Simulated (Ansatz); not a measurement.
[MCl6] with several metals: PBE-D4/def2-TZVP single points in Ansatz on relaxed structures, gas phase. Core potentials for Ce, Dy, Er, Eu, Gd, Ho, Nd, Pr, Sm, Tb, Tm, Yb, no spin–orbit coupling. HOMO and LUMO are taken over both spins. With an open 4f shell the SCF may have ended above the lowest state. Levels of anions in sets without diffuse functions are rough. The structures are stationary points that may keep the symmetry of their start. Remarks come from the PBE and PBE0 runs and from stability tests at other levels; not every state was tested. A HOMO above zero means that the electron is unbound at that level and held by the basis, or that self-interaction error raises the level; the energy of removing that electron tells which. HOMO above LUMO (over both spins in singlets and doublets, within one spin in higher multiplets; at PBE or PBE0), or a gap under 0.15 eV within one spin, warns that the state may not be the lowest or that an electron is smeared out.

| species | atoms | state | geometry | HOMO (eV) | LUMO (eV) | gap (eV) | point group (within 0.1 Å) | remarks |
| --- | --- | --- | --- | --- | --- | --- | --- | --- |
| [CeCl6]3- (CeCl6³⁻) | 7 | doublet | PBE-D4/def2-SVP | 7.20 | 7.90 | 0.70 | Oh | HOMO above zero at PBE or PBE0 |
| [PrCl6]3- (PrCl6³⁻) | 7 | triplet | PBE0-D4/def2-SVP | 6.21 | 6.78 | 0.57 | Oh | HOMO above zero at PBE or PBE0 |
| [NdCl6]3- (NdCl6³⁻) | 7 | quartet | PBE-D4/def2-SVP | 5.29 | 6.60 | 1.31 | Oh | HOMO above zero at PBE or PBE0 |
| [SmCl6]3- (SmCl6³⁻) | 7 | sextet | PBE-D4/def2-SVP | 4.71 | 5.38 | 0.67 | Oh | HOMO above zero at PBE or PBE0, spin-contaminated (⟨S²⟩ up to 8.88) |
| [EuCl6]3- (EuCl6³⁻) | 7 | septet | r2SCAN-D4/def2-SVP | 4.68 | 4.90 | 0.22 | – | HOMO above zero at PBE or PBE0, spin-contaminated (⟨S²⟩ up to 12.25) |
| [GdCl6]3- (GdCl6³⁻) | 7 | octet | PBE-D4/def2-SVP | 4.69 | 7.38 | 2.69 | Oh | HOMO above zero at PBE or PBE0 |
| [TbCl6]3- (TbCl6³⁻) | 7 | septet | r2SCAN-D4/def2-SVP | 5.80 | 6.74 | 0.94 | Oh | HOMO above zero at PBE or PBE0 |
| [DyCl6]3- (DyCl6³⁻) | 7 | sextet | PBE-D4/def2-SVP | 5.19 | 6.06 | 0.86 | – | HOMO above zero at PBE or PBE0 |
| [HoCl6]3- (HoCl6³⁻) | 7 | quintet | r2SCAN-D4/def2-SVP | 4.88 | 6.27 | 1.39 | Oh | HOMO above zero at PBE or PBE0 |
| [ErCl6]3- (ErCl6³⁻) | 7 | quartet | PBE-D4/def2-SVP | 4.80 | 5.69 | 0.89 | – | HOMO above zero at PBE or PBE0 |
| [TmCl6]3- (TmCl6³⁻) | 7 | triplet | PBE-D4/def2-SVP | 4.81 | 5.39 | 0.58 | Oh | HOMO above zero at PBE or PBE0 |
| [YbCl6]3- (YbCl6³⁻) | 7 | doublet | PBE-D4/def2-SVP | 4.79 | 4.97 | 0.18 | – | near-degenerate levels, HOMO above zero at PBE or PBE0, gap within one spin near zero |

The gap (eV) runs from 0.18 ([YbCl6]3-) to 2.69 ([GdCl6]3-).
